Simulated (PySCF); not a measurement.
**Correlation energy of Os (osmium, neutral)**

[Xe] 4f14 5d6 6s1 7s1, high-spin 7D determinant (an excited configuration). Calculation: PySCF 2.14, in aug-cc-pVDZ-PP with ECP60MDF (5s5p4d2f, 54 functions); a scalar-relativistic core potential. Frozen: 5s2 5p6; 8 electrons correlated.

```csv
level,correlation energy (mhartree)
CCSD,-116.69
(T),-2.34
CCSD(T),-119.03
```

Diagnostics: T1 = 0.0073, D1 = 0.0182, largest double amplitude 0.037.

Spin-orbit coupling, absent here, splits the open shell strongly. The outer electron is Rydberg-like, and this basis confines it to a smaller radius and binds it less than a complete one would.

Cost of the coupled-cluster step: about 2 core-seconds, for 8 correlated electrons.
